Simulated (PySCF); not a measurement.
C3H5BO, SMILES OB1C=CC1. Atoms are numbered in the order given.

```xyz
10

O     -0.1535    -1.8991     0.0000
B     -0.0691    -0.5527     0.0000
C     -1.1146     0.5979     0.0000
C     -0.0821     1.4774     0.0000
C      1.1282     0.5395     0.0000
H      0.7103    -2.3315     0.0000
H     -2.1883     0.7975     0.0000
H     -0.0846     2.5772     0.0000
H      1.7736     0.6120    -0.8938
H      1.7736     0.6120     0.8938
```

The structure is a stationary point at B3LYP-D3(BJ)/def2-SVP. The structure was generated by enumeration, and PubChem lists no compound with its InChIKey, so it may never have been made. Other conformers were not sampled.

Calculation: PBE0/pcSseg-1 in PySCF.

GIAO shieldings, no solvent; atoms alike by connectivity are averaged. δ = σ(ref) − σ: ¹⁷O against H2O (σ = 334.2 ppm); ¹¹B against BF3 (σ = 88.8 ppm); ¹³C against TMS (σ = 186.3 ppm); ¹H against TMS (σ = 31.56 ppm), references at their B3LYP-D3(BJ)/def2-TZVP geometries, non-relativistic.

```csv
nucleus,atoms,count,δ (ppm)
¹⁷O,O1,1,165.2
¹¹B,B2,1,32.1
¹³C,C4,1,179.9
¹³C,C3,1,151.7
¹³C,C5,1,28.6
¹H,H8,1,8.66
¹H,H7,1,6.66
¹H,H6,1,5.21
¹H,"H9, H10",2,1.89
```
